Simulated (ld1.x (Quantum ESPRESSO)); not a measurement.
**u(r) = r·R(r): atom against pseudo-atom (B (Z = 5))**

Columns: radius, all-electron u(r) and pseudo u(r) of the 2s shell (level -9.39 eV) of boron in the configuration [He] 2s2 2p1; LDA (PZ), non-relativistic, ultrasoft scheme, ld1.x (Quantum ESPRESSO) 7.5.

| r (bohr) | all-electron | pseudo |
| --- | --- | --- |
| 0.150 | 0.3065 | -0.0726 |
| 0.300 | 0.2217 | -0.1512 |
| 0.450 | 0.0204 | -0.2394 |
| 0.600 | -0.1912 | -0.3367 |
| 0.750 | -0.3736 | -0.4383 |
| 0.900 | -0.5157 | -0.5362 |
| 1.050 | -0.6173 | -0.6206 |
| 1.200 | -0.6830 | -0.6830 |
| 1.350 | -0.7188 | -0.7188 |
| 1.500 | -0.7309 | -0.7309 |
| 1.650 | -0.7250 | -0.7250 |
| 1.800 | -0.7058 | -0.7058 |
| 1.950 | -0.6773 | -0.6773 |
| 2.100 | -0.6426 | -0.6426 |
| 2.250 | -0.6041 | -0.6041 |
| 2.400 | -0.5636 | -0.5636 |
| 2.550 | -0.5226 | -0.5226 |
| 2.700 | -0.4821 | -0.4821 |
| 2.850 | -0.4427 | -0.4427 |
| 3.000 | -0.4050 | -0.4050 |
| 3.150 | -0.3692 | -0.3692 |
| 3.300 | -0.3357 | -0.3357 |
| 3.450 | -0.3044 | -0.3044 |
| 3.600 | -0.2754 | -0.2754 |
| 3.750 | -0.2487 | -0.2487 |
| 3.900 | -0.2241 | -0.2241 |

Question: How many radial nodes do the two functions have?

Answer: The all-electron 2s function has n − l − 1 = 1; the pseudo-wave has 0, since the states of the same l below it are removed with the core.

Question: At about which radius was the pseudo-wave matched?

Answer: 1.25 bohr, where the columns begin to agree (steps of 0.15 bohr).

Question: Is the pseudo-wave norm-conserving?

Answer: No, it belongs to an ultrasoft set: the norm inside the radius is not constrained, and the difference is carried by the augmentation charge.
